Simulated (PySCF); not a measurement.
Some computed properties have been withheld. Give your best values.

C₅H₄Cl₂O.
InChI=1S/C5H4Cl2O/c1-2-4(3-6)5(7)8/h2-3H,1H2/b4-3+

Conformer (atom-mapped SMILES and torsion angles): `[CH2:1]=[CH:2]/[C:3](=[CH:4]\[Cl:5])[C:6](=[O:7])[Cl:8]`: C1–C2–C3–C4 180°, C2–C3–C6–O7 0°.

```json
{"property": "point group of the GFN2-xTB geometry", "level": "GFN2-xTB", "value": "Cs"}
{"property": "rotational constants A, B, C of the GFN2-xTB geometry", "level": "GFN2-xTB", "value": "1.787, 1.047, 0.660 GHz"}
{"property": "dipole moment", "level": "CAM-B3LYP/def2-SVPD", "value": "2.27 D"}
{"property": "HOMO energy", "level": "CAM-B3LYP/def2-SVPD", "value": "?"}
{"property": "LUMO energy", "level": "CAM-B3LYP/def2-SVPD", "value": "-1.59 eV"}
{"property": "lowest singlet excitation", "level": "TDDFT CAM-B3LYP/def2-SVPD", "value": "4.47 eV (277 nm, f = 0.000)"}
{"property": "strongest line among the 8 lowest singlet transitions", "level": "TDDFT CAM-B3LYP/def2-SVPD", "value": "?"}
{"property": "lowest triplet excitation (Tamm–Dancoff)", "level": "TDA CAM-B3LYP/def2-SVPD", "value": "?"}
{"property": "static isotropic polarisability", "level": "CAM-B3LYP/def2-SVPD", "value": "96.1 au"}
{"property": "electronic spatial extent ⟨r²⟩ about the centre of nuclear charge", "level": "CAM-B3LYP/def2-SVPD", "value": "1540 bohr²"}
{"property": "13C chemical shifts (computed TMS as zero) by class", "level": "GIAO PBE0/pcSseg-1", "value": "170.9 (1 C), 161.3 (1 C), 137.5 (1 C), 133.6 (1 C), 132.4 (1 C) ppm"}
{"property": "1H chemical shifts (computed TMS as zero) by class", "level": "GIAO PBE0/pcSseg-1", "value": "?"}
{"property": "isotropic shieldings of nuclei other than C and H, by class", "level": "GIAO PBE0/pcSseg-1", "value": "-245 (1 O), 525 (1 Cl), 694 (1 Cl) ppm"}
```

Electronic properties: PySCF, gas phase, density fitting. GFN2-xTB frequencies show an imaginary mode (42i cm⁻¹), so this geometry is no minimum at that level.

The strongest line among the 8 lowest singlet transitions?

S6 at 6.22 eV (199 nm, f = 0.284).

The 1H chemical shifts (computed TMS as zero) by class?

8.18 (1 H), 7.17 (1 H), 7.04 (1 H), 6.07 (1 H) ppm.

The lowest triplet excitation (Tamm–Dancoff)?

2.73 eV.

What is the HOMO energy?

-8.71 eV.

The principal polarisabilities are 56.6, 102.7 and 129.0 au; their mean is the isotropic value. A dipole of 2.27 D is allowed in Cs, and pure rotational transitions are dipole-allowed. With B = h/(8π²I), that is 505.379 GHz u Å² over I, the principal moments of inertia are 282.7, 482.8 and 765.5 u Å² (most abundant isotopes). The polarisability is 14.24 Å³ as a volume (1 au = 0.148185 Å³), or 1.26 au for each of the 76 electrons.

For the TDDFT job (CAM-B3LYP/def2-SVPD), on one thread of an AMD EPYC 9B45, no GPU, shared host with 96 logical CPUs at a one-minute load of 10, this took 22 s of wall time and 0.95 GiB of memory at its peak.

One conformer stands for the species.
